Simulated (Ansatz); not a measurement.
## Molecular dynamics of FH5N2OZr

Input file:

```yaml
crystal:
  periodic: [false, false, false]
  atoms:
    - { symbol: Zr, position_ang: [-0.136772, -0.007277, -0.069558] }
    - { symbol: O, position_ang: [-0.307279, 0.002447, 1.86321] }
    - { symbol: H, position_ang: [-0.034079, -0.113019, 2.776225] }
    - { symbol: "N", position_ang: [1.824536, -0.023605, -0.669387] }
    - { symbol: H, position_ang: [2.432084, -0.844053, -0.655636] }
    - { symbol: H, position_ang: [2.372993, 0.765663, -1.008523] }
    - { symbol: "N", position_ang: [-0.941857, 1.738948, -0.765126] }
    - { symbol: H, position_ang: [-1.22666, 1.915135, -1.729672] }
    - { symbol: H, position_ang: [-1.249075, 2.528714, -0.197132] }
    - { symbol: F, position_ang: [-0.946693, -1.584352, -0.848302] }
basis:
  gaussian: { orbitals: def2-SVP }
hamiltonian:
  xc: b3lyp
md:
  timestep: 0.5
  n_steps: 150
  ensemble: nvt_langevin
  temperature: 700.0
  initial_velocities: maxwell_boltzmann
  seed: 532752
  friction: 0.02
  temperature_schedule:
    - { n_steps: 37, end_temperature: 700.0 }
    - { n_steps: 113, end_temperature: 175.0 }
```

Command:

```bash
$ ansatz run input.yaml --threads 2 --pin off --max-ram 3072MiB --backend cpu --events-out ev --progress --plain --runs-dir out
```

It starts from a relaxed structure.

Output, in part (one step line in 6, the closing report, with atoms numbered from 0):

```
md step     0: t =     0.00 fs  T =   630.0 K (target 700.0 K)  F+E_penalty+E_count = -9106.52313244 eV  E_kin = 0.814338 eV  (29 SCF iters)
md step     6: t =     3.00 fs  T =   374.1 K (target 700.0 K)  F+E_penalty+E_count = -9106.26837139 eV  E_kin = 0.483565 eV  (32 SCF iters)
md step    12: t =     6.00 fs  T =   444.3 K (target 700.0 K)  F+E_penalty+E_count = -9106.34273052 eV  E_kin = 0.574269 eV  (31 SCF iters)
md step    18: t =     9.00 fs  T =   511.0 K (target 700.0 K)  F+E_penalty+E_count = -9106.36976559 eV  E_kin = 0.660574 eV  (29 SCF iters)
md step    24: t =    12.00 fs  T =   395.5 K (target 700.0 K)  F+E_penalty+E_count = -9106.15236988 eV  E_kin = 0.511180 eV  (32 SCF iters)
md step    30: t =    15.00 fs  T =   367.7 K (target 700.0 K)  F+E_penalty+E_count = -9106.18337645 eV  E_kin = 0.475349 eV  (32 SCF iters)
md step    36: t =    18.00 fs  T =   456.3 K (target 700.0 K)  F+E_penalty+E_count = -9106.23166948 eV  E_kin = 0.589791 eV  (32 SCF iters)
md step    42: t =    21.00 fs  T =   449.2 K (target 679.1 K)  F+E_penalty+E_count = -9106.12105977 eV  E_kin = 0.580636 eV  (32 SCF iters)
md step    48: t =    24.00 fs  T =   473.7 K (target 651.2 K)  F+E_penalty+E_count = -9106.15218384 eV  E_kin = 0.612323 eV  (32 SCF iters)
md step    54: t =    27.00 fs  T =   587.3 K (target 623.3 K)  F+E_penalty+E_count = -9106.16147472 eV  E_kin = 0.759148 eV  (32 SCF iters)
md step    60: t =    30.00 fs  T =   495.8 K (target 595.5 K)  F+E_penalty+E_count = -9106.04203363 eV  E_kin = 0.640861 eV  (32 SCF iters)
md step    66: t =    33.00 fs  T =   520.5 K (target 567.6 K)  F+E_penalty+E_count = -9106.06587897 eV  E_kin = 0.672849 eV  (31 SCF iters)
md step    72: t =    36.00 fs  T =   595.1 K (target 539.7 K)  F+E_penalty+E_count = -9106.15912587 eV  E_kin = 0.769234 eV  (32 SCF iters)
md step    78: t =    39.00 fs  T =   564.0 K (target 511.8 K)  F+E_penalty+E_count = -9106.05782276 eV  E_kin = 0.729030 eV  (31 SCF iters)
md step    84: t =    42.00 fs  T =   552.3 K (target 484.0 K)  F+E_penalty+E_count = -9106.06056658 eV  E_kin = 0.713902 eV  (31 SCF iters)
md step    90: t =    45.00 fs  T =   463.8 K (target 456.1 K)  F+E_penalty+E_count = -9106.10341431 eV  E_kin = 0.599507 eV  (32 SCF iters)
md step    96: t =    48.00 fs  T =   435.1 K (target 428.2 K)  F+E_penalty+E_count = -9105.98577689 eV  E_kin = 0.562371 eV  (32 SCF iters)
md step   102: t =    51.00 fs  T =   375.9 K (target 400.3 K)  F+E_penalty+E_count = -9105.87723223 eV  E_kin = 0.485860 eV  (32 SCF iters)
md step   108: t =    54.00 fs  T =   349.2 K (target 372.5 K)  F+E_penalty+E_count = -9105.87555459 eV  E_kin = 0.451425 eV  (33 SCF iters)
md step   114: t =    57.00 fs  T =   379.6 K (target 344.6 K)  F+E_penalty+E_count = -9105.91625245 eV  E_kin = 0.490623 eV  (32 SCF iters)
md step   120: t =    60.00 fs  T =   255.2 K (target 316.7 K)  F+E_penalty+E_count = -9105.87134458 eV  E_kin = 0.329887 eV  (32 SCF iters)
md step   126: t =    63.00 fs  T =   291.1 K (target 288.8 K)  F+E_penalty+E_count = -9105.95691583 eV  E_kin = 0.376338 eV  (32 SCF iters)
md step   132: t =    66.00 fs  T =   354.7 K (target 261.0 K)  F+E_penalty+E_count = -9106.03199983 eV  E_kin = 0.458473 eV  (30 SCF iters)
md step   138: t =    69.00 fs  T =   348.9 K (target 233.1 K)  F+E_penalty+E_count = -9106.00927196 eV  E_kin = 0.451047 eV  (32 SCF iters)
md step   144: t =    72.00 fs  T =   415.9 K (target 205.2 K)  F+E_penalty+E_count = -9106.11420169 eV  E_kin = 0.537639 eV  (32 SCF iters)
md step   150: t =    75.00 fs  T =   392.6 K (target 177.3 K)  F+E_penalty+E_count = -9106.08413063 eV  E_kin = 0.507500 eV  (29 SCF iters)
Total energy: -9106.08447935 eV, -334.6424322903 hartree
Atom 0 at    -0.057959    -0.244911     0.050049 Å, force    -0.327974     0.619055     0.851884 eV/Å
Atom 1 at    -0.301697     0.218235     1.951474 Å, force     0.102964    -0.448265    -0.053544 eV/Å
Atom 2 at     0.035087     0.463194     2.821862 Å, force    -0.090883    -0.137789    -0.240499 eV/Å
Atom 3 at     1.920999    -0.097824    -0.308164 Å, force    -0.240076     2.568041    -0.763755 eV/Å
Atom 4 at     2.543550    -0.836316    -0.416301 Å, force     1.476529    -2.179485    -0.062136 eV/Å
Atom 5 at     2.403793     0.686422    -0.795410 Å, force    -0.569230    -0.366862     0.594094 eV/Å
Atom 6 at    -0.911951     1.394868    -0.763737 Å, force     0.094633    -0.046051    -0.917472 eV/Å
Atom 7 at    -1.259553     1.218761    -1.713297 Å, force    -0.056314     0.137098    -0.003663 eV/Å
Atom 8 at    -0.751037     2.398025    -0.691328 Å, force    -0.158218    -0.012474     0.302296 eV/Å
Atom 9 at    -0.603445    -1.809504    -0.972497 Å, force    -0.231430    -0.133268     0.292794 eV/Å
Dipole moment:     0.345152     0.345131     0.028197 e Å
```

All steps were run. The schedule's set-point averaged 349 K over the second half and the system 395 K. A run of 0.075 ps of so small a system gives no equilibrium averages.

The same pairs are bonded in the first frame and the last. Pairs count as bonded within 1.25 times the sum of covalent radii (0.12 Å more for H–H).

Last frame:

```xyz
10
Properties=species:S:1:pos:R:3
Zr -0.058 -0.245 0.050
O -0.302 0.218 1.952
H 0.035 0.463 2.822
N 1.921 -0.098 -0.308
H 2.544 -0.836 -0.416
H 2.404 0.686 -0.795
N -0.912 1.395 -0.764
H -1.260 1.219 -1.713
H -0.751 2.398 -0.691
F -0.603 -1.810 -0.973
```

Run time: 9.2 min on 2 threads of Arm Neoverse V1, on a shared host, peak memory 0.25 GiB.
